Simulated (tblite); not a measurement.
Compound: C2H8ClSi2 (doublet state).
Structure used (GFN2-xTB), in Å, numbered top down from 1:
```xyz
13
C2H8ClSi2 angstrom
Si     1.5548    1.0305    0.3785
C      0.9305   -0.5237   -0.5185
C     -0.4617   -0.9292   -0.0760
Si    -1.7175    0.5171   -0.0926
Cl    -0.3900   -1.5413    1.6155
H      1.6396    0.8986    1.8268
H      2.8159    1.4963   -0.1974
H      0.8944   -0.3395   -1.5954
H      1.6282   -1.3540   -0.3668
H     -0.8125   -1.7853   -0.6574
H     -1.5287    1.3463    1.0918
H     -1.5025    1.2715   -1.3284
H     -3.0549   -0.0866   -0.0978
```

Calculated harmonic vibrations of the isolated species, GFN2-xTB (tblite), most abundant isotopes, no scaling. Against measured fundamentals such values can be off by several per cent, at times by over 20. Modes of hydrogen on silicon can be 10 to 20 % off. One conformer, not necessarily the lowest. Open shells enter through the occupations alone, without spin polarisation, and single modes of such species can be off by tens of per cent.

Harmonic wavenumbers (cm⁻¹): 71.1, 107.0, 129.3, 183.8, 193.7, 282.1, 391.9, 496.9, 524.5, 536.9, 578.3, 637.6, 708.5, 732.4, 749.3, 759.6, 777.2, 790.1, 822.1, 1061.6, 1120.8, 1188.2, 1200.4, 1296.2, 1467.9, 2230.2, 2256.3, 2265.1, 2303.9, 2316.2, 2917.4, 2925.3, 2957.5.

A = 2562, B = 1906, C = 1348 MHz; mass 122.985 u (most abundant isotopes); point group C1, symmetry number 1; spin multiplicity 2.

Task: Zero-point energy?

Result: ½Σν̃ = 18490 cm⁻¹ = 221.18 kJ/mol.

Task: What is S at 400 K and 1 bar for an ideal gas of classical rigid rotors and harmonic oscillators?

Result: Translation 174.98, rotation 122.00, vibration 126.71, spin (R ln 2) 5.76: S = 429.4 J/(mol K).

Task: And Cp and H(400 K) − H(0)?

Result: Cp = 164.30 J/(mol K), of which vibrations give 131.04 (their classical limit is 33 R = 274.4); H(400 K) − H(0) = 40.50 kJ/mol without the zero-point energy, 27.20 from vibrations.

Task: Blend soft modes into free rotors: weight 1/[1 + (100 cm⁻¹/ν̃)⁴] for the oscillator and the rest for a rotor with moment μB/(μ + B), μ = h/(8π²ν), B = 10⁻⁴⁴ kg m². What vibrational entropy results?

Result: 120.33 J/(mol K) in place of 126.71, which changes −T·S at 400 K by +2.55 kJ/mol.

Task: Which modes carry the vibrational entropy at 400 K?

Result: 71.1 cm⁻¹: 19.67; 107.0 cm⁻¹: 16.30; 129.3 cm⁻¹: 14.75; 183.8 cm⁻¹: 11.90; 193.7 cm⁻¹: 11.49; 282.1 cm⁻¹: 8.54 J/(mol K); the other 27 give 44.04 together.

Hindered rotation and anharmonicity are outside this model. Other conformers, if any are populated, would add a mixing term that is left out. The structure is chiral; the term R ln 2 for an equal mix with its mirror image is left out.
